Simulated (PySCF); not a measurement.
Computed with PBE-D3(BJ)/def2-TZVP // TPSSh-D3(BJ)/def2-TZVP run with PySCF. All species are isolated molecules in the gas phase. One relaxed conformer stands for a flexible species; it need not be the lowest. Delta-SCF ions had no search for a lower state. Excitations are Tamm–Dancoff values on a coarser integration grid. The basis has no diffuse functions, so Rydberg states are missing or too high.

Reference species (SMILES): `C[SiH2][SiH2]C` (C–Si–Si–C torsion 180°) (neutral, multiplicity 1).

```
Item                                       Value
--------------------------------------  --------
HOMO                                    -6.59 eV
S1–T1 gap (TDA)                          0.70 eV
S1 excitation (TDA)                      6.17 eV
vertical ionisation energy (Delta-SCF)   9.40 eV
```

After one change: the HOMO falls by 0.50 eV; the S1–T1 gap (TDA) falls by 0.32 eV; the S1 excitation (TDA) increases by 0.59 eV; the vertical ionisation energy (Delta-SCF) goes up by 0.50 eV.

Name the change that produced these shifts. The new species is one of these.
(A) `CC[SiH2][SiH3]` (C–C–Si–Si torsion 60°)
(B) `C[SiH](C)[SiH3]`
(C) `[SiH3]CC[SiH3]` (Si–C–C–Si torsion 180°)
(D) `CC([SiH3])[SiH3]`

D, `CC([SiH3])[SiH3]`
